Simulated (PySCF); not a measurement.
C₂H₇ClSi, SMILES Cl[SiH](C)C.

Geometry optimised at B3LYP-D3(BJ)/def2-SVP.

The numbers are results of PySCF 2.14.0 with B3LYP-D3(BJ)/def2-SVP, not measurements.

Frequencies are harmonic and unscaled.

**Question.** List the normal modes with their intensities. (Estimate from the structure and the level; the computed values follow.)

**Answer.** 
| mode | ν (cm⁻¹) | IR (km/mol) | Raman (Å⁴/amu) | depolarisation | moving atoms (share of kinetic energy) |
|---|---|---|---|---|---|
| 1 | 158 | 0.0 | 0.1 | 0.75 | H 98 % |
| 2 | 170 | 0.1 | 0.0 | – | H 95 % |
| 3 | 190 | 3.5 | 2.7 | 0.75 | C 35 %, Cl 25 %, H 24 %, Si 16 % |
| 4 | 194 | 0.2 | 2.1 | 0.75 | C 43 %, H 38 %, Cl 13 % |
| 5 | 241 | 3.8 | 1.1 | 0.65 | Si 37 %, H 32 %, C 23 %, Cl 8 % |
| 6 | 503 | 50.5 | 9.4 | 0.12 | Cl 45 %, Si 37 %, C 10 %, H 8 % |
| 7 | 624 | 9.7 | 2.9 | 0.75 | H 94 % |
| 8 | 663 | 16.3 | 14.2 | 0.23 | C 48 %, H 29 %, Si 20 % |
| 9 | 700 | 2.8 | 4.8 | 0.75 | H 54 %, C 34 %, Si 12 % |
| 10 | 730 | 24.7 | 9.0 | 0.53 | H 81 %, C 11 % |
| 11 | 779 | 43.2 | 2.5 | 0.75 | H 48 %, C 28 %, Si 24 % |
| 12 | 861 | 64.4 | 1.4 | 0.49 | H 66 %, C 23 %, Si 10 % |
| 13 | 903 | 182.4 | 4.6 | 0.72 | H 75 %, C 14 %, Si 11 % |
| 14 | 913 | 133.0 | 7.2 | 0.75 | H 80 %, C 11 %, Si 10 % |
| 15 | 1271 | 33.3 | 0.4 | 0.75 | H 77 %, C 22 % |
| 16 | 1276 | 13.5 | 0.7 | 0.37 | H 79 %, C 21 % |
| 17 | 1425 | 1.4 | 8.9 | 0.75 | H 96 % |
| 18 | 1429 | 0.4 | 16.2 | 0.75 | H 95 % |
| 19 | 1432 | 4.1 | 21.6 | 0.75 | H 96 % |
| 20 | 1441 | 6.6 | 1.8 | 0.72 | H 96 % |
| 21 | 2227 | 136.2 | 138.0 | 0.21 | H 97 % |
| 22 | 3029 | 1.4 | 0.6 | 0.75 | H 97 % |
| 23 | 3030 | 3.1 | 269.0 | 0.00 | H 97 % |
| 24 | 3119 | 0.2 | 23.0 | 0.75 | H 91 %, C 9 % |
| 25 | 3120 | 9.5 | 143.3 | 0.75 | H 91 %, C 9 % |
| 26 | 3132 | 4.2 | 109.7 | 0.73 | H 91 %, C 9 % |
| 27 | 3132 | 2.0 | 53.3 | 0.75 | H 91 %, C 9 % |
